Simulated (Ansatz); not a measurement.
CH$_{8}$BNSi, relaxed with RKS PBE-D4/def2-SVP in the Gaussian-basis code of Ansatz from a rough embedded geometry. The force threshold is 0.03 eV/Å; the program also tests the step.

The species carries charge 0 and has multiplicity 1. The bonds changed during the relaxation, so this is another structure than the one it started from.

Start:

```xyz
12

B    -1.607    0.152   -0.192
C    -0.246    0.109    0.500
N    -0.026   -1.232    1.035
Si    1.147    0.658   -0.678
H    -1.774    0.421   -1.373
H    -2.656   -0.084    0.421
H    -0.243    0.874    1.343
H     0.895   -1.151    1.626
H     0.121   -1.914    0.325
H     0.845    1.943   -1.201
H     1.132   -0.371   -1.812
H     2.413    0.595    0.006
```

**Question.** By how much does the energy fall, and how many steps does the optimiser take? (Best estimate.)

**Answer.** Ansatz gave: 128.06 kJ/mol, in 34 steps, 3 of them rejected.

**Question.** Which bonds change most? (Estimate.)

**Answer.** The calculation gave: B1–Si4 from 2.842 to 2.065 Å; C2–N3 from 1.460 to 1.334 Å; Si4–H10 from 1.420 to 1.509 Å; N3–H8 from 1.097 to 1.022 Å.

**Question.** Give the relaxed structure. (Best estimate.)

**Answer.** Ansatz gave: 
```xyz
12

B    -1.002    0.382   -0.205
C    -0.296   -0.116    1.051
N    -0.118   -1.389    1.407
Si    0.732    0.738   -1.271
H    -1.422    1.534   -0.135
H    -1.626   -0.452   -0.859
H     0.204    0.590    1.744
H     0.491   -1.677    2.175
H    -0.540   -2.132    0.844
H     0.358    1.327   -2.609
H     1.536   -0.517   -1.536
H     1.681    1.711   -0.608
```
